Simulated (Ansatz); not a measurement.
`CS[Si]S` → `[CH2]` (triplet) + `S[Si]S`  (formal loss of a carbene)

Calculated with Ansatz (gas phase, PBE0-D4/def2-TZVP geometries, no zero-point term in ΔE). CCSD(T)/CBS is extrapolated from def2-TZVPP and def2-QZVPP, frozen cores. DFT in def2-TZVPP. B3LYP here is the variant with VWN-RPA as its local correlation; programs differ in this. Triplets are unrestricted, without spin–orbit coupling. Each species was taken in one conformer, which may not be the lowest.

| level | ΔE (eV) | difference from CCSD(T)/CBS |
| --- | --- | --- |
| PBE-D4 | 4.53 | 0.12 |
| r2SCAN-D4 | 4.21 | -0.20 |
| PBE0-D4 | 4.42 | 0.01 |
| B3LYP-D4 | 4.36 | -0.05 |
| ωB97X-V | 4.52 | 0.11 |
| ωB97M-V | 4.44 | 0.03 |
| B2PLYP | 4.33 | -0.08 |
| PBE | 4.46 | 0.05 |
| r2SCAN | 4.19 | -0.22 |
| PBE0 | 4.36 | -0.05 |
| B3LYP | 4.25 | -0.16 |
| HF/def2-TZVPP | 2.85 | -1.56 |
| MP2/def2-TZVPP | 4.45 | 0.04 |
| SCS-MP2/def2-TZVPP | 4.44 | 0.03 |
| CCSD/def2-TZVPP | 4.15 | -0.26 |
| CCSD(T)/def2-TZVPP | 4.28 | -0.13 |
| HF/def2-QZVPP | 2.85 | -1.56 |
| MP2/def2-QZVPP | 4.53 | 0.12 |
| SCS-MP2/def2-QZVPP | 4.54 | 0.13 |
| CCSD/def2-QZVPP | 4.21 | -0.20 |
| CCSD(T)/def2-QZVPP | 4.36 | -0.05 |
| HF/CBS(def2) | 2.85 | -1.56 |
| MP2/CBS(def2) | 4.59 | 0.18 |
| CCSD/CBS(def2) | 4.26 | -0.15 |
| CCSD(T)/CBS | 4.41 | 0 |

Largest T1 diagnostic among the species: 0.015.

In def2-TZVPP, CCSD(T) changes the Hartree–Fock value by +1.43 eV (the triples alone add +0.14 eV) and MP2 by +1.60 eV. From PBE to PBE0 (25 % exact exchange), in def2-TZVPP and without D4, ΔE moves by −0.10 eV.
